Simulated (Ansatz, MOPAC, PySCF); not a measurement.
System: chloro(dimethyl)borane, C2H6BCl, charge 0, multiplicity 1. SMILES: CB(C)Cl
Geometry from a B3LYP-D3(BJ)/def2-TZVP (Ansatz, a quantum-chemistry and plane-wave program) optimisation:
```xyz
10

C      1.4255    -0.9875    -0.4063
B      0.0192    -0.3520    -0.1827
C     -1.3160    -1.0184    -0.6351
Cl    -0.0670     1.2264     0.6367
H      1.3875    -2.0783    -0.4510
H      2.1747    -0.6750     0.3208
H      1.7812    -0.6533    -1.3905
H     -1.6549    -1.6609     0.1891
H     -2.1209    -0.3108    -0.8325
H     -1.1825    -1.6752    -1.4977
```

Property: size of the dipole moment, in D. Conventions: non-relativistic; no dispersion term unless named; 6-31G* and kin with 6d, 5d where marked; spin-orbit terms left out. Ab initio and DFT rows: single points at B3LYP-D3(BJ) geometries (Ansatz). Semi-empirical rows: dipoles at the shared geometry.

```tsv
level	program	size of the dipole moment (D)
AM1	MOPAC	2.11
MNDO	MOPAC	1.76
SVWN5/6-31G*	Ansatz	1.82
PBE/STO-3G	Ansatz	1.88
PBE/def2-SVP	Ansatz	1.42
BP86/6-31G* (5d)	PySCF	1.78
B3LYP/6-31G*	Ansatz	1.81
```

No value to compare with is used here. The 7 habitual levels span 1.42 (PBE/def2-SVP) to 2.11 D (AM1).

The levels are drawn from those run, B3LYP/6-31G* more often than the rest, none by its result; left out are runs that failed, that the program found above a lower state of the same kind, or whose <S^2> lies over 0.5 above the pure value.
